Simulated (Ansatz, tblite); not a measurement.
Cost and result up the ladder for Sn₂₁AsH₃₂⁻ (54 atoms). Total charge -1; singlet. Geometry: r2SCAN-D4/def2-SVP.

```xyz
54

Sn    0.368   -5.075    1.919
Sn   -4.712    0.091    2.383
Sn   -1.292    3.473    2.762
Sn    3.850   -2.310    1.648
Sn    2.904    1.941    2.056
As   -0.273   -0.705    1.811
Sn   -0.675   -2.314   -1.581
Sn   -2.168    1.086   -1.288
Sn    1.474   -0.505   -1.857
Sn    0.656    4.270   -1.052
Sn   -0.430    2.074   -5.392
Sn   -2.455   -1.418    3.104
Sn    1.294   -2.580    2.808
Sn    0.175   -4.912   -0.871
Sn    0.466    1.341    3.297
Sn   -4.843    0.731   -0.360
Sn   -1.859    3.617    0.001
Sn    4.898    0.075    2.661
Sn    3.756   -2.028   -1.157
Sn    2.227    1.961   -0.680
Sn   -2.778    2.263   -3.832
Sn    1.403    0.076   -4.622
H     1.511   -6.281    2.396
H    -1.133   -5.545    2.622
H    -6.037   -0.850    2.987
H    -4.672    1.480    3.407
H    -0.496    4.885    3.372
H    -2.696    3.291    3.750
H     4.817   -3.666    2.131
H     3.421    3.546    2.458
H    -1.965   -2.046   -0.479
H    -1.387   -2.407   -3.158
H     1.588    5.546   -0.345
H     0.613    4.608   -2.745
H     0.503    3.529   -5.387
H    -0.717    1.761   -7.074
H    -2.145   -1.429    4.808
H    -2.678   -3.075    2.662
H     1.416   -2.501    4.535
H    -0.947   -6.106   -1.422
H     1.699   -5.372   -1.534
H     0.610    0.911    4.969
H    -6.040    1.990   -0.405
H    -5.673   -0.644   -1.019
H    -2.872    5.021   -0.166
H     5.181   -0.009    4.363
H     6.413    0.499    1.946
H     5.221   -1.211   -1.577
H     3.876   -3.591   -1.883
H     3.735    2.139   -1.534
H    -3.912    1.358   -4.789
H    -3.278    3.912   -4.058
H     1.060   -1.402   -5.454
H     2.999    0.511   -5.133
```

Ansatz on 11 threads of AMD EPYC 7R13 on a shared host and a whole NVIDIA H100 80GB HBM3; xTB runs through tblite on one thread. Times are rough, summed over both states, and most runs start from the orbitals of an earlier one. PBE0-D4/def2-TZVP serves as the yardstick here, not as an exact answer. Differences are given only for rows in sets of like size (and for xTB, whose basis is part of the method), since another set adds its own error. The other state is a triplet at its own geometry, which has other bonds, so the gap mixes isomer and spin.

In the def2 sets Sn takes a core potential; there is no spin–orbit coupling. The xTB rows come from tblite. Correlated methods freeze 93 core orbitals; core or outer-core shells of Sn, As are correlated, in sets that lack core-valence functions. The rows differ in basis, and correlated rows in double-zeta sets carry the largest basis error. Single mean-field runs in def2-TZVP are fitted with def2-universal-jkfit.

Correlated methods converge slowly with the basis, most of all in double-zeta sets.

xTB has no spin-polarisation term.

| level | functions | wall time | triplet − singlet (eV) | difference from PBE0-D4/def2-TZVP (eV) |
| --- | --- | --- | --- | --- |
| GFN1-xTB | 262 | 0.99 s | 0.89 | -0.35 |
| GFN2-xTB | 230 | 2.4 s | 0.98 | -0.25 |
| PBE-D4/def2-TZVP (with forces) | 1290 | 23 s | 1.09 | -0.15 |
| BLYP-D4/def2-TZVP (with forces) | 1290 | 23 s | 1.13 | -0.10 |
| r2SCAN-D4/def2-TZVP | 1290 | 25 s | 1.11 | -0.13 |
| PBE0-D4/def2-TZVP | 1290 | 37 s | 1.24 | 0.00 |
| MP2/def2-SVP | 738 | 44 s | 1.32 | – |
